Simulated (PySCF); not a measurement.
Multinuclear NMR of C₈H₈O

Molfile (atoms numbered from 1):
```
C8H8O
     RDKit          3D

 17 17  0  0  0  0  0  0  0  0999 V2000
    3.3595   -0.6059   -1.2649 O   0  0  0  0  0  0  0  0  0  0  0  0
    2.6246    0.0787   -0.6085 C   0  0  0  0  0  0  0  0  0  0  0  0
    1.8263   -0.4103    0.5793 C   0  0  0  0  0  0  0  0  0  0  0  0
    0.3637   -0.1028    0.3970 C   0  0  0  0  0  0  0  0  0  0  0  0
   -0.2295    1.0056    1.0096 C   0  0  0  0  0  0  0  0  0  0  0  0
   -1.5719    1.3088    0.7866 C   0  0  0  0  0  0  0  0  0  0  0  0
   -2.3394    0.5067   -0.0554 C   0  0  0  0  0  0  0  0  0  0  0  0
   -1.7572   -0.5995   -0.6741 C   0  0  0  0  0  0  0  0  0  0  0  0
   -0.4157   -0.8987   -0.4519 C   0  0  0  0  0  0  0  0  0  0  0  0
    2.4642    1.1618   -0.8540 H   0  0  0  0  0  0  0  0  0  0  0  0
    2.2126    0.1070    1.4743 H   0  0  0  0  0  0  0  0  0  0  0  0
    2.0145   -1.4876    0.6949 H   0  0  0  0  0  0  0  0  0  0  0  0
    0.3659    1.6357    1.6764 H   0  0  0  0  0  0  0  0  0  0  0  0
   -2.0207    2.1761    1.2766 H   0  0  0  0  0  0  0  0  0  0  0  0
   -3.3918    0.7425   -0.2295 H   0  0  0  0  0  0  0  0  0  0  0  0
   -2.3522   -1.2336   -1.3358 H   0  0  0  0  0  0  0  0  0  0  0  0
    0.0379   -1.7647   -0.9422 H   0  0  0  0  0  0  0  0  0  0  0  0
  1  2  2  0
  2  3  1  0
  3  4  1  0
  4  5  2  0
  5  6  1  0
  6  7  2  0
  7  8  1  0
  8  9  2  0
  9  4  1  0
  2 10  1  0
  3 11  1  0
  3 12  1  0
  5 13  1  0
  6 14  1  0
  7 15  1  0
  8 16  1  0
  9 17  1  0
M  END
```

- J: B3LYP/pcJ-1 (without the spin–dipole term)
- shielding tensors at PBE0/pcSseg-1 (GIAO)
- geometry from PBE0-D3(BJ)/def2-SVP
- run in PySCF
- one computed conformer, isolated molecule, relativity neglected, equivalent nuclei averaged

**Question.** Where does $^{17}$O resonate?

**Answer.** 
```tsv
atoms	environment	σ (ppm)	δ (ppm)
O1	aldehyde oxygen	-362.5	587.3
```

Shieldings were converted by a linear fit to measured shifts: $^{17}$O (scatter 13.4 ppm rms, 14.2 ppm with the 1 outlier that the fit left out vs liquid water, solution or neat liquid). Occasional misses reach two or three times the rms, and more in compound classes unlike the fitted ones. Couplings are scaled by factors fitted to measured values: $^{2}J$(H,H) × 0.91 (rms 0.6 Hz), $^{3}J$(H,H) × 0.91 (rms 0.4 Hz, 0.5 with 2 outliers); all others are unscaled and can be 10–30 % off.

Couplings (the largest are listed; each averaged over equivalent pairs; quadrupolar broadening usually hides them): $^{2}J$(O1,H10) = -4.1 Hz, $^{3}J$(O1,H11) = -2.0 Hz.

On a 600 MHz spectrometer $^{17}$O resonates near 81.3 MHz, so 1 ppm is 81.3 Hz.
